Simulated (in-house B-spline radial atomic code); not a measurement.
# Ionising Cd5+ with different functionals

Computed with an all-electron radial atomic-structure program (B-spline basis): four-component Dirac-Coulomb Hamiltonian, Fermi nucleus of rms radius 4.6087 fm, spin-restricted, spherical fractional occupations for the functionals, and exact exchange of hybrids averaged over the configuration. The ionisation energy is the difference of two self-consistent energies, [Kr] 4d7 → [Kr] 4d6, without Breit or QED terms; ε is the level of the shell that loses the electron (mean over j). The electron is taken from both j subshells in proportion to 2j + 1, so the result is a j average, not the step between ground levels.

```
   method                    rung  ΔSCF (eV)  -ε(4d) (eV)
    B3LYP           global hybrid          ?            ?
CAM-B3LYP  range-separated hybrid          ?            ?
    wB97X  range-separated hybrid      89.44        85.36
  LC-wPBE  range-separated hybrid      89.67        85.67
```

**Question.** What does CAM-B3LYP give?

**Answer.** ΔSCF 89.63 eV, and -ε(4d) = 84.43 eV.

**Question.** What does B3LYP give?

**Answer.** ΔSCF 89.68 eV, and -ε(4d) = 82.47 eV.

**Question.** Among the functionals, which spreads more, the ΔSCF values or the orbital energies?

**Answer.** The orbital energies: ΔSCF values span about 0.24 eV and the orbital energies 3.20 eV; here energy differences depend much less on the functional than eigenvalues do.

**Question.** How do they compare with the NIST value?

**Answer.** NIST lists 87 eV ± 2 (tabulated theory, ground level to ground level). Errors run from +2.44 to +2.68 eV; all lie within about twice that uncertainty, so the table can't rank the methods.
